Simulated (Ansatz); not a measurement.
A structure relaxed at PBE-D4/def2-SVP in Ansatz, charge 0, singlet:

```xyz
7

V     0.9331   -1.3053   -0.5176
V     1.6016    0.5166    0.0982
V    -2.2100   -0.3064    0.4423
V    -1.6411    1.2441    0.9663
O     0.1610    1.2708    0.7061
O     1.9161   -0.1788   -1.5527
O    -0.7607   -1.2410   -0.1425
```

Give its formula and point group.

the cluster V4O3. Point group Cs (tolerance 0.1 Å).

Summarise the bond lengths by kind (pairs closer than 1.2 times the sum of covalent radii, bridged metal pairs left out).

6 × O–V 1.74 to 1.82 Å; 1 × V–V 1.73 Å.

The restricted singlet is unstable towards broken spin symmetry at other levels; at PBE-D4/def2-SVP this wasn't settled. The relaxation made no stability test and no search for a lower SCF solution. No other spin state of charge 0 was run. Another isomer (singlet) lies 2.34 eV lower at PBE0-D4/def2-TZVP; other spin states weren't run for this one.
